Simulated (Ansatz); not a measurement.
System: KOH, charge 0, singlet. KOH (SMILES [OH][K]).
B3LYP-D3(BJ)/def2-TZVP minimum from Ansatz (a first-principles code):
```
O
H 1 0.9574
K 1 2.2222 2 180.00
```
Charge 0, spin multiplicity 1.

Total energies in hartree (Ansatz). UHF or UKS for unpaired electrons; spin-orbit terms are left out. Correlated methods leave the cores frozen (noble-gas shells, and filled d and f shells in the p block). No relativity. For partners of very few electrons the exact lower level stands in for a higher one.

| species | HF/def2-TZVPP | CCSD(T)/def2-TZVPP | HF/def2-QZVPP | CCSD(T)/def2-QZVPP | CCSDT(Q)/def2-QZVPP |
|---|---|---|---|---|---|
| 1: KOH (SMILES [K][OH]) | -674.63892 | -674.91720 | -674.65689 | -674.95785 | -674.95837 |
| 2: K (doublet) | -599.15335 | -599.15335 | -599.16459 | -599.16459 | -599.16459 |
| 3: O (triplet) | -74.81563 | -74.97674 | -74.81863 | -74.99407 | -74.99447 |
| 4: H (doublet) | -0.49981 | -0.49981 | -0.49998 | -0.49998 | -0.49998 |

Q: Work out the atomisation energy (electronic, to ground-state atoms) in kJ/mol: take Hartree-Fock from def2-QZVPP, extrapolate the CCSD(T) correlation energy as X^-3 (X = 3, 4), and add CCSDT(Q) - CCSD(T) in def2-QZVPP. 1 hartree = 2625.5 kJ/mol.

A: 
Species 1: correlation (64·(-0.30096) - 27·(-0.27828))/37 = -0.31751; step -0.00052; E1 = -674.65689 + (-0.31751) + (-0.00052) = -674.97492
Species 2: correlation (64·(0.00000) - 27·(0.00000))/37 = 0.00000; step +0.00000; E2 = -599.16459 + (0.00000) + (+0.00000) = -599.16459
Species 3: correlation (64·(-0.17544) - 27·(-0.16111))/37 = -0.18590; step -0.00040; E3 = -74.81863 + (-0.18590) + (-0.00040) = -75.00493
Species 4: correlation (64·(0.00000) - 27·(0.00000))/37 = 0.00000; step +0.00000; E4 = -0.49998 + (0.00000) + (+0.00000) = -0.49998
-1·E1 +1·E2 +1·E3 +1·E4 = 0.30542 hartree = 801.9 kJ/mol.
